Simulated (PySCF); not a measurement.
Cartesian coordinates in Å; atom numbers follow the order of the lines, from 1:
```xyz
16

C     3.277    0.111   -0.246
C     2.139   -0.695   -0.771
C     0.856   -0.441   -0.518
P    -0.470   -1.463   -1.190
C    -1.820   -0.680   -0.554
O    -1.788    0.417    0.240
C    -3.036    0.907    0.663
H     3.864    0.514   -1.072
H     2.922    0.934    0.370
H     3.939   -0.518    0.348
H     2.408   -1.538   -1.396
H     0.566    0.395    0.103
H    -2.804   -1.073   -0.792
H    -2.831    1.778    1.284
H    -3.654    1.205   -0.191
H    -3.577    0.158    1.251
```

Gas phase, no relativistic terms, fast rotation and ring inversion assumed for equivalent nuclei, one computed conformer. Geometry from GFN2-xTB; PBE0/pcSseg-1 with gauge-including orbitals; PySCF 2.14.

Referencing at the same level of theory: TMS for $^{13}$C (186.93 ppm) and $^{1}$H (31.72 ppm); H3PO4 for $^{31}$P (318.38 ppm); H2O for $^{17}$O (336.08 ppm).

```tsv
atoms	nucleus	count	Hirshfeld charge	δ (ppm)
H12	$^{1}$H	1	0.03	7.80
H8/H9/H10	$^{1}$H	3	0.05	?
H14/H15/H16	$^{1}$H	3	0.05	3.91
C3	$^{13}$C	1	-0.12	137.5
H11	$^{1}$H	1	0.04	6.39
C2	$^{13}$C	1	-0.03	147.7
P4	$^{31}$P	1	0.02	126.3
O6	$^{17}$O	1	-0.09	145.7
H13	$^{1}$H	1	0.04	?
C7	$^{13}$C	1	-0.03	?
C5	$^{13}$C	1	-0.04	198.0
C1	$^{13}$C	1	-0.11	?
```

**Question.** Fill in the missing shifts.

**Answer.** 
- C7: 61.6 ppm, methyl carbon bonded to O; the inductive effect lowers its shielding
- C1: 25.3 ppm, allylic methyl carbon; saturated and bonded to C and H only
- H13: 7.70 ppm, hydrogen on a carbon double-bonded to a heavier main-group atom
- H8/H9/H10: 2.06 ppm, hydrogen on an allylic methyl carbon; allylic position

Shifts are as computed. Against solution values, carbons near 30 ppm lie about +3 ppm off and those near 130 ppm about +5 ppm. Of 1211 compounds with measured shifts, 218 miss one by over three times the rms of a fit or turn the order of signals round; such compounds aren't used in these exercises. Experimental scales use liquid or dissolved standards, which lie at an offset from isolated H2O (liquid H2O: subtract about 36 ppm) and H3PO4.
